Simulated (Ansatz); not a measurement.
Ansatz (a program for electronic structure) input (r2SCANh/def2-TZVPD):

Ansatz 0.2 input:
```yaml
crystal:
  periodic: [false, false, false]
  atoms:
    - {symbol: Si, position_ang: [0.76901608, 0.36018962, -0.46845476]}
    - {symbol: C, position_ang: [1.72770363, -1.17299966, -0.18116137]}
    - {symbol: Cl, position_ang: [0.82902798, 1.44318186, 1.31195879]}
    - {symbol: N, position_ang: [-0.83075079, -0.00406655, -0.96674995]}
    - {symbol: Si, position_ang: [-1.92286992, -1.18145186, -0.30543443]}
    - {symbol: H, position_ang: [1.35655431, 1.25235526, -1.48916264]}
    - {symbol: H, position_ang: [1.59745636, -2.05649096, -0.79613285]}
    - {symbol: H, position_ang: [2.48468855, -1.25051414, 0.58948367]}
    - {symbol: H, position_ang: [-1.24398439, 0.68347450, -1.58350280]}
    - {symbol: H, position_ang: [-1.12770669, -2.05949898, 0.57870243]}
    - {symbol: H, position_ang: [-2.54025334, -1.98434424, -1.38796600]}
    - {symbol: H, position_ang: [-3.01724275, -0.55493780, 0.47394505]}
basis:
  gaussian:
    orbitals: def2-TZVPD
hamiltonian:
  xc: {name: r2SCANh}
magnetization: {spin_polarized: true, initial_magnetization: 1}
output: {forces: true}
```

Output:

```
Functional definition: r2SCANh
integrals: 0.29 GiB planned
1540 factors; their error is unknown
0.40 GiB of the device are held for the grids
1.79 GiB of device memory are held for the factors and their scratch space
mean field: 2.13 GiB planned
mean field evaluation 1: about -30908.3666 eV, gradient 5.0e1 eV
mean field evaluation 2: about -30892.3267 eV, gradient 7.3e1 eV
mean field evaluation 4: about -30918.4063 eV, gradient 5.1e0 eV
mean field evaluation 8: about -30918.5245 eV, gradient 9.7e-2 eV
mean field evaluation 16: about -30918.5212 eV, gradient 2.6e-4 eV
mean field -30918.52117027 eV, -1136.2346956812 hartree, gradient 7.2e-5 eV, S^2 0.756279; 0 other end points of the search recorded, 0 dependent functions left out
the calculation of the forces begins
reference -30918.52119541 eV, -1136.2346966050 hartree; 33, 32 occupied and 236, 237 virtual orbitals, 1540 factors
Total energy: -30918.52119541 eV, -1136.2346966050 hartree
Atom 0 at     0.769016     0.360190    -0.468455 Å, force    -0.115416    -0.015105     0.146272 eV/Å
Atom 1 at     1.727704    -1.173000    -0.181161 Å, force    -0.025581     0.048573     0.001973 eV/Å
Atom 2 at     0.829028     1.443182     1.311959 Å, force    -0.001203    -0.093852    -0.158532 eV/Å
Atom 3 at    -0.830751    -0.004067    -0.966750 Å, force     0.020402    -0.024808     0.046204 eV/Å
Atom 4 at    -1.922870    -1.181452    -0.305434 Å, force     0.092413     0.119041    -0.071157 eV/Å
Atom 5 at     1.356554     1.252355    -1.489163 Å, force     0.015541     0.022286    -0.017576 eV/Å
Atom 6 at     1.597456    -2.056491    -0.796133 Å, force     0.004054     0.002106     0.000218 eV/Å
Atom 7 at     2.484689    -1.250514     0.589484 Å, force    -0.001239    -0.000994    -0.005300 eV/Å
Atom 8 at    -1.243984     0.683474    -1.583503 Å, force     0.016358    -0.032421     0.035776 eV/Å
Atom 9 at    -1.127707    -2.059499     0.578702 Å, force     0.021325    -0.022065     0.023669 eV/Å
Atom 10 at    -2.540253    -1.984344    -1.387966 Å, force    -0.008697    -0.013163    -0.016019 eV/Å
Atom 11 at    -3.017243    -0.554938     0.473945 Å, force    -0.017958     0.010403     0.014473 eV/Å
Dipole moment:    -0.056423    -0.198148    -0.339217 e Å
```

It need not be the lowest isomer of its formula.
